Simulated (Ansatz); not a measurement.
Species: AlNH₃Cl, charge 0, singlet. AlNH3Cl (SMILES [NH2][AlH][Cl]).
B3LYP-D3(BJ)/def2-TZVP minimum from Ansatz (an electronic-structure program):
```
Al
N 1 1.7596
H 2 1.0080 1 124.97
H 2 1.0081 3 110.63 1 180.00
H 1 1.5636 2 121.82 3 180.00
Cl 1 2.1069 5 120.70 2 -180.00
```
Charge 0, spin multiplicity 1.

Hartree-Fock and CCSD correlation energies in hartree (Ansatz). Open shells are spin-unrestricted; no spin-orbit coupling. Correlated methods leave the cores frozen. No relativity.

| basis | X | E(HF) | E(corr, CCSD) |
|---|---|---|---|
| cc-pV(T+d)Z | 3 | -757.78563 | -0.51585 |
| cc-pV(Q+d)Z | 4 | -757.79675 | -0.55224 |
| cc-pV(5+d)Z | 5 | -757.79901 | withheld |

Problem. Fit E(corr) = E∞ + A/X³ to X = 3 and 4, predict X = 5, and compare with the run.

Solution. A = (-0.51585 - (-0.55224))/(1/27 - 1/64) = 1.6995; E∞ = -0.55224 - A/64 = -0.57879; at X = 5, E∞ + A/125 = -0.56520. The run gave -0.56414, 1.06 mEh above the prediction. The same form on X = 4 and 5 gives E∞ = -0.57663, 2.17 mEh above the first estimate.
